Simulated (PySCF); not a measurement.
Static response to an electric field

C5H7FSi.
Geometry (GFN2-xTB, Å), atoms numbered from 1 in this order:
```
atom  x, y, z in Å
C1     2.1183   -0.0989    0.0418
C2     0.6277   -0.1157    0.0176
C3    -0.1709   -1.1900    0.0933
Si4   -1.9785   -0.6667    0.0219
C5    -1.4337    1.1296   -0.1191
C6    -0.1015    1.1498   -0.1004
F7     0.6292    2.2839   -0.1839
H8     2.5031    0.3594   -0.8696
H9     2.5166   -1.1064    0.1298
H10    2.4722    0.4998    0.8816
H11    0.2319   -2.1852    0.1828
H12   -2.7147   -0.9425    1.2550
H13   -2.6797   -1.1436   -1.1695
H14   -2.0206    2.0262   -0.2035
```

Level: wB97X-D/def2-SVPD (PySCF), static field, nuclei fixed, core orbitals frozen in the response. The polarisability tensor in these axes (au):

```
x   101.88   7.12   0.09
y     7.12  83.74  -1.87
z     0.09  -1.87  60.15
```

Question: What are the eigenvalues, a third of the trace, and Δα (Δα² = ½Σ(αi − αj)² over the three pairs)?

Answer: Principal values 59.99, 81.43 and 104.35 au; mean 81.92 au = 12.14 Å³ = 13.51 × 10⁻⁴⁰ C²·m²/J; Δα = 38.42 au (47 % of the mean).

Question: What is the dipole moment, and where does it point?

Answer: (0.04, -1.27, 0.11) D, 1.28 D in size, pointing from the negative to the positive side. Measured along this direction, the outermost atoms are F7 at the negative end and H11 at the positive end.

Question: Orientational against electronic polarisability at 350 K (dilute gas, rigid molecules)?

Answer: In Gaussian units μ²/3kT = 11.26 Å³ against 12.14 Å³, a ratio of 0.93; the Debye molar polarisation (4π/3)N_A(α + μ²/3kT) is 59.0 cm³/mol, leaving out the vibrational part.

Question: What molar refraction does this α imply?

Answer: Lorentz–Lorenz: R = (4π/3)N_A α = 2.5225 cm³/(mol·Å³) × 12.14 Å³ = 30.6 cm³/mol, in the limit of long wavelengths.

Question: Along which axes do the principal values lie, and how far do the nuclei extend along each?

Answer: Largest value along (0.94, 0.33, -0.01), where the nuclei span 5.39 Å; middle along (-0.33, 0.94, -0.08), 4.73 Å; least along (-0.02, 0.08, 1.00), 2.43 Å. The response follows the extents in order.

Geometry: GFN2-xTB; no solvent, vibrations or thermal averaging.
